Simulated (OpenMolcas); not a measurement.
## Hf3+: moving or changing the point charges

Hf3+ among 6 point charges of -1.7 e arranged as an octahedron (Oh), 2.25 Å from the ion.
```
   2.2500    0.0000    0.0000  -1.70
   0.0000    2.2500    0.0000  -1.70
  -2.2500    0.0000    0.0000  -1.70
   0.0000   -2.2500    0.0000  -1.70
   0.0000    0.0000    2.2500  -1.70
   0.0000    0.0000   -2.2500  -1.70
```

```
Program             : OpenMolcas
Method              : SS-CASPT2, IPEA 0.25 Eh, imaginary shift 0.1 Eh (closed shells correlated: 4f 5s 5p)
Basis               : ANO-RCC-VDZP [7s6p4d2f1g]
Scalar Hamiltonian  : DKH2, point nucleus
Active space        : 1 electron in 5 orbitals (5d)
State averaging     : 2S+1 = 2 even, 5 roots
Spin-orbit coupling : RASSI with atomic mean-field integrals over the reference wave functions
```

Runs around this geometry, states (labels of O, the rotations of Oh). Energies in cm-1 above the lowest state or level, χT in cm3 K/mol; under a threefold ground state the first gap can be a small split of the lowest multiplet, not the spin-orbit step; 10Dq is the gap between the two states.

```
R (Å)  q (e)  Ground state  First state of that spin   10Dq  First gap with spin-orbit (degeneracies)  χT at 300 K
 2.25   -1.1           2T2                  2E 11090  11095                               3480 (4, 2)        0.110
 2.25   -1.7           2T2                  2E 17840  17842                               2900 (4, 2)        0.081
 2.35   -1.7           2T2                  2E 14830  14829                               3160 (4, 2)        0.090
```

Taking |10Dq| as R^-n, n = -ln(14829 / 17842) / ln(2.35 / 2.25) = 4.3 between the shortest and longest distance. The point-charge formula for a cubic d site gives n = 5.

Scaling the charges by -1.1 / -1.7 = 0.65 scales |10Dq| by 11095 / 17842 = 0.62; with fixed orbitals a first-order splitting would follow the charge.

Roots that are degenerate in the reference are averaged as groups; the widest CASPT2 spread within a group is 64 cm-1 (the 3-fold group of multiplicity 2 near 0 cm-1 above the lowest state of its run, R = 2.25, q = -1.1). Shifts and gaps below about the spread of the groups concerned are not significant. An orbital triplet at a regular site is open to Jahn-Teller coupling, which can distort the site and quench the lowest spin-orbit gaps and is left out. Free-ion shares, where given, are those of the reference states; single-state CASPT2 does not remix them. This field is weak: 10Dq is about 11095 cm-1, while octahedral complexes of 5d ions of charge 3 and more, computed by the same method with explicit ligands, had a median near 35000 cm-1. Ground spin and moment need not be those of a real site (figures for R = 2.25, q = -1.1; the like holds for R = 2.25, q = -1.7, R = 2.35, q = -1.7). This is an electrostatic model: the charges have no orbitals. No measured value stands beside these numbers.
